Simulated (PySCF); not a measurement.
C₂H₅GeN₃.
SMILES with atom numbers: `[GeH3:1][n:2]1[cH:3][n:4][n:5][cH:6]1` (hydrogens: H7, H8, H9 on Ge1; H10 on C3; H11 on C6)

Computed with PBE0-D3(BJ)/def2-SVP geometry optimisation, gas phase (PySCF 2.14.0).

Q: List the bond lengths and angles at this level.

A: 
```csv
bond,length (Å)
Ge1–N2,1.876
"N2–C3, N2–C6",1.370
"C3–N4, N5–C6",1.304
N4–N5,1.361
"Ge1–H7, Ge1–H8, Ge1–H9",1.532
"C3–H10, C6–H11",1.090
```

Bonds in one row agree within 0.01 Å and their mean is given. A selection of angles:
```csv
angle,degrees
N2–Ge1–H7,105.5
N2–Ge1–H9,108.4
H7–Ge1–H8,112.9
H7–Ge1–H9,112.0
Ge1–N2–C3,128.5
C3–N2–C6,102.8
N2–C3–N4,111.2
N2–C3–H10,123.5
N4–C3–H10,125.4
C3–N4–N5,107.4
```

The 4 C–N bonds span 1.304 Å (N5–C6, aromatic) to 1.370 Å (N2–C6, aromatic), a spread of 0.066 Å. The 6 heavy atoms lie in one plane (0.009 Å rms). The 5-membered ring N2–C3–N4–N5–C6 has internal angles of 102.8° to 111.2° (sum 540°, against 540° for a flat polygon); it is planar, 0.00 Å rms from its mean plane, widest ring torsion 0°. Ge1 (germanium bonded to N and 3 H) is distorted tetrahedral (angles from 105.5° to 112.9°). N2 (pyrrole-type nitrogen) is planar (angles 128.6°, 128.5° and 102.8°, sum 360.0°, 0.01 Å off the plane of its three neighbours).

Point group: near Cs, missed by 0.08 Å at most; the miss may be what the optimiser left on a soft mode. Stationary, but not proved a minimum.

Time: 63 s of wall time; peak memory 0.53 GiB. Hardware: Arm Neoverse V2, one thread, shared host with 32 logical CPUs at a one-minute load of 19. This is the geometry optimisation.
